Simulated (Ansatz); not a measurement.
One geometry of Na8Cl8⁺ (started as a model of: 1x4x4 NaCl rock-salt block), several levels of theory.

```yaml
crystal:
  periodic: [false, false, false]
  atoms:
    - {symbol: Na, position_ang: [-0.002020, -3.698623, -3.696288]}
    - {symbol: Cl, position_ang: [-0.392500, -3.961235, -1.220082]}
    - {symbol: Na, position_ang: [0.170679, -3.807976, 1.328195]}
    - {symbol: Cl, position_ang: [-0.267712, -3.813530, 3.812512]}
    - {symbol: Cl, position_ang: [0.379427, -1.220972, -3.958185]}
    - {symbol: Na, position_ang: [-0.012726, -1.279223, -1.277140]}
    - {symbol: Cl, position_ang: [0.966292, -1.204288, 1.196340]}
    - {symbol: Na, position_ang: [0.167147, -1.328592, 3.796668]}
    - {symbol: Na, position_ang: [-0.167054, 1.328871, -3.796773]}
    - {symbol: Cl, position_ang: [-0.967051, 1.204390, -1.196502]}
    - {symbol: Na, position_ang: [0.011632, 1.279281, 1.277017]}
    - {symbol: Cl, position_ang: [-0.379565, 1.220989, 3.958498]}
    - {symbol: Cl, position_ang: [0.268251, 3.813689, -3.812450]}
    - {symbol: Na, position_ang: [-0.170860, 3.807977, -1.328308]}
    - {symbol: Cl, position_ang: [0.392552, 3.960867, 1.220045]}
    - {symbol: Na, position_ang: [0.003527, 3.698354, 3.696465]}
basis:
  gaussian: {orbitals: def2-SVP, initial_orbitals: start.molden}
total_charge: 1
magnetization: {spin_polarized: true, initial_magnetization: 1}
hamiltonian: {xc: pbe, dispersion: d4}
scf: {omitted_lower_state_checks: [starts]}
output: {orbitals: {seedname: orbitals}}
```

The file start.molden holds the orbitals of an earlier run on this structure, at another level or in another basis.

```sh
$ ansatz run in.yaml --threads 4 --pin off --events-out ev --progress --plain --max-ram 6963MiB
```

Output, abridged:

```
Functional definition: PBE
2960 factors; their error is unknown
mean field evaluation 1: about -135420.6705 eV, gradient 8.3e0 eV
mean field evaluation 2: about -135420.9082 eV, gradient 5.1e-1 eV
mean field evaluation 4: about -135420.5377 eV, gradient 9.8e-2 eV
mean field evaluation 8: about -135420.5379 eV, gradient 6.9e-4 eV
mean field evaluation 16: about -135420.5379 eV, gradient 1.7e-3 eV
mean field -135420.53792993 eV, -4976.6129775874 hartree, gradient 1.5e-6 eV, S^2 0.750652; 0 other end points of the search recorded, 0 dependent functions left out
reference -135420.53804841 eV, -4976.6129819417 hartree; 112, 111 occupied and 152, 153 virtual orbitals, 2960 factors
Total energy: -135421.11000361 eV, -4976.6340009075 hartree
Checks for a lower state left out: starts
```

It took 82 s on 4 threads of Arm Neoverse V2 on a shared host, peak host memory 1.6 GiB.

First input, but with `gaussian: {orbitals: def2-SVP}`, `hamiltonian: {xc: pbe0, dispersion: d4}` (abridged; 1.7 min):

```
Functional definition: PBE0
mean field evaluation 16: about -135432.1486 eV, gradient 2.2e-2 eV
mean field evaluation 32: about -135432.1487 eV, gradient 8.9e-6 eV
mean field -135432.14870112 eV, -4977.0396655585 hartree, gradient 9.0e-6 eV, S^2 0.752479
Total energy: -135432.66806862 eV, -4977.0587519624 hartree
Checks for a lower state left out: starts
```

Geometry: r2SCAN-D4/def2-SVP, that of the neutral singlet.

At PBE-D4/def2-SVP the gap within one spin of the charge 1 doublet nearly closes, so an electron or hole may be smeared out by delocalisation error.
